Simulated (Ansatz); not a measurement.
Reaction (redistribution): `N[SiH2]C=S` + `[CH3][Al]([Br])[Br]` → `S=C[SiH2]Br` + `[CH3][Al]([NH2])[Br]`

Calculated with Ansatz (gas phase, PBE0-D4/def2-TZVP geometries, no zero-point term in ΔE). CCSD(T)/CBS is the MP2 limit (def2-TZVPP, def2-QZVPP) plus CCSD(T) − MP2 in def2-TZVPP, frozen cores. Functionals use def2-TZVPP. B3LYP here is the variant with VWN-RPA as its local correlation; programs differ in this. For Br outer-core shells are correlated without core-valence functions, which leaves a few kJ/mol of doubt a bond. Scalar relativity is left out up to krypton. One conformer a species, not always the lowest.

`N[SiH2]C=S`:

Cartesian coordinates in Å:
```
N -0.300 1.429 0.256
Si -0.474 -0.246 0.488
C 0.624 -1.088 -0.790
S 1.631 -0.292 -1.766
H 0.448 1.740 -0.346
H -0.590 2.123 0.921
H -0.049 -0.758 1.825
H -1.868 -0.729 0.278
H 0.579 -2.179 -0.866
```

`[CH3][Al]([Br])[Br]`:

Z-matrix (Å, degrees):
```
C
Al 1 1.930
H 1 1.091 2 111.7
H 1 1.094 2 110.3 3 121.0
H 1 1.094 2 110.3 3 -121.0
Br 2 2.250 1 121.1 3 -180.0
Br 2 2.250 1 122.2 3 0.0
```

`S=C[SiH2]Br`:

Cartesian coordinates in Å:
```
S -2.270 0.363 0.581
C -1.068 -0.199 -0.329
Si 0.680 0.158 0.255
Br 2.162 -0.747 -1.137
H -1.271 -0.760 -1.244
H 0.874 -0.436 1.596
H 0.893 1.621 0.278
```

`[CH3][Al]([NH2])[Br]`:

Cartesian coordinates in Å:
```
C -1.476 0.303 0.173
Al 0.384 -0.176 0.421
N 1.577 -0.177 -0.873
Br 1.156 -0.789 2.463
H -1.757 1.127 0.835
H -1.688 0.606 -0.855
H -2.130 -0.539 0.420
H 1.388 0.070 -1.830
H 2.546 -0.426 -0.755
```

Problem. Is it downhill or uphill in electronic energy at CCSD(T)/CBS, and by how much? (An estimate is asked.)

Solution. Computed: Uphill: ΔE = +25.0 kJ/mol.

Problem. What do these levels give: B3LYP-D4, r2SCANh, BHLYP, SCS-MP2/def2-TZVPP, MP2/def2-QZVPP, SCS-MP2/def2-QZVPP? (An estimate is asked.)

Solution. Ansatz gave: B3LYP-D4 25.1, r2SCANh 26.3, BHLYP 27.9, SCS-MP2/def2-TZVPP 22.4, MP2/def2-QZVPP 23.5, SCS-MP2/def2-QZVPP 23.0 kJ/mol.

Largest T1 diagnostic among the species: 0.014.

From BLYP to BHLYP (50 % exact exchange), in def2-TZVPP and without D4, ΔE moves by +8.6 kJ/mol. In def2-TZVPP, CCSD(T) changes the Hartree–Fock value by −8.1 kJ/mol (the triples alone add −0.9 kJ/mol) and MP2 by −8.9 kJ/mol.
